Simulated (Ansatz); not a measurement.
(1) Predict a relaxed structure of the cluster Cd₂Se₃⁻ (the lowest doublet isomer of a short search), charge -1, doublet, at r2SCAN-D4/def2-SVPD (Ansatz).

Answers

(1) 
```xyz
5

Cd    1.772    0.160   -0.545
Cd   -1.549   -0.159    1.018
Se   -3.896   -0.328    0.486
Se    2.857    0.322   -2.694
Se    0.816    0.005    1.735
```
Point group C2v (tolerance 0.1 Å). This is one stationary point.

In the def2 sets Cd takes a core potential; there is no spin–orbit coupling. Another isomer (doublet) lies 0.05 eV lower at PBE0-D4/def2-TZVPD; other spin states weren't run for this one.
